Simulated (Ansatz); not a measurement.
[MnOF4]- (MnOF4⁻). Total charge -1; triplet. Geometry r2SCAN-D4/def2-SVPD; atoms count from 1.

| atom | x (Å) | y (Å) | z (Å) |
| --- | --- | --- | --- |
| Mn1 | 0.0171 | -0.0091 | 0.0031 |
| O2 | 1.3950 | -0.7451 | 0.2529 |
| F3 | -1.3428 | -0.9748 | 0.5444 |
| F4 | -0.2674 | -0.6744 | -1.6545 |
| F5 | 0.2451 | 1.5611 | -0.7434 |
| F6 | -0.0470 | 0.8423 | 1.5975 |

The charge -1 triplet is spin-contaminated (final ⟨S²⟩ up to 2.24, 2.00 for a pure state).

(1) Estimate the Mulliken populations from the PBE0/def2-TZVPD orbitals of Ansatz.

(2) Where does the spin sit?

(3) And the Mayer bond orders between heavy atoms (over 0.3)?

## Answers

(1) 
```
atom  charge (e)  spin (α − β)  d electrons
 Mn1        1.70          2.34         4.92
  O2       -0.55         -0.39            –
  F3       -0.55          0.00            –
  F4       -0.52          0.02            –
  F5       -0.55          0.00            –
  F6       -0.52          0.02            –
```
Mulliken values depend strongly on the basis. With diffuse functions, as here, like atoms can get unlike values, and bond orders can come out too low or too high.

(2) Summed by element: Mn 2.34, O -0.39, F 0.05, of 2 unpaired in all. Largest on single atoms: Mn1 2.34, O2 -0.39, F4 0.02.

(3) Mn1–O2 1.71 (1.58 Å); Mn1–F3 0.56 (1.75 Å); Mn1–F4 0.61 (1.81 Å); Mn1–F5 0.56 (1.75 Å); Mn1–F6 0.61 (1.81 Å).
